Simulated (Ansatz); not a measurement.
## Energy profile

The step: Si₂H₄F₂ ([F][SiH]([F])[SiH3]) + HCl + H₂O → SiHClF₂ ([F][SiH]([F])[Cl]) + SiH₄ + H₂O; bonds formed: Si1–Cl7, Si2–H8, H6–O9; bonds broken: Si1–Si2, H6–Cl7, H8–O9 (atoms numbered as in the saddle structure below).

Si1  (-0.493, 1.040, -0.602)
Si2  (0.894, -1.018, -0.854)
F3  (-1.292, 0.314, -1.830)
F4  (-1.751, 1.191, 0.399)
H5  (-0.078, 2.248, -1.327)
H6  (0.091, 0.099, 2.037)
Cl7  (0.976, 1.657, 1.081)
H8  (-0.210, -0.647, 0.625)
O9  (-0.460, -0.714, 1.830)
H10  (1.916, -1.458, 0.128)
H11  (0.240, -2.165, -1.527)
H12  (1.548, -0.133, -1.860)
H13  (-1.380, -0.414, 1.898)
(Å)

Electronic energies by CCSD(T) at an estimated basis limit (MP2 extrapolated from triple and quadruple zeta, plus CCSD(T) − MP2 in triple zeta), on PBE0-D4/def2-TZVP structures; Si2H7ClOF2, singlet; no counterpoise correction. Computed with Ansatz 0.2.0 (basis: def2-TZVPP and def2-QZVPP); correlated methods freeze the cores. Extrapolation: Hartree–Fock as exp(−7.88 √X), correlation as X^−2.97.

Q: Give the profile in kcal/mol, counted from the separated reactants. (Judge from chemistry; the value comes from the calculation.)

A: Computed:
| point | kcal/mol |
| --- | --- |
| separated: Si2H4F2 (linked as [F][SiH]([F])[SiH3]; Si1, Si2, F3, F4, H5, H10, H11, H12; singlet) + HCl (H6, Cl7; singlet) + H2O (H8, O9, H13; singlet) | 0.00 |
| start structure | -10.99 |
| saddle | 29.35 |
| end structure | -32.09 |
| separated: SiHClF2 (linked as [F][SiH]([F])[Cl]; Si1, F3, F4, H5, Cl7; singlet) + SiH4 (Si2, H8, H10, H11, H12; singlet) + H2O (H6, O9, H13; singlet) | -28.27 |

The T1 diagnostic stays at or below 0.013.

For scale, one of the runs: CCSD(T)/def2-TZVPP, 317 basis functions, launched by `ansatz run in.yaml --threads 4 --pin off --events-out ev --progress --plain --max-ram 66560MiB --backend cuda --devices 0, --max-vram 37GiB`. The run took 6.5 s on 4 CPU threads of an AMD EPYC 7R13 and a share of one NVIDIA H100 (shared host), with 0.83 GiB of host memory at its peak.
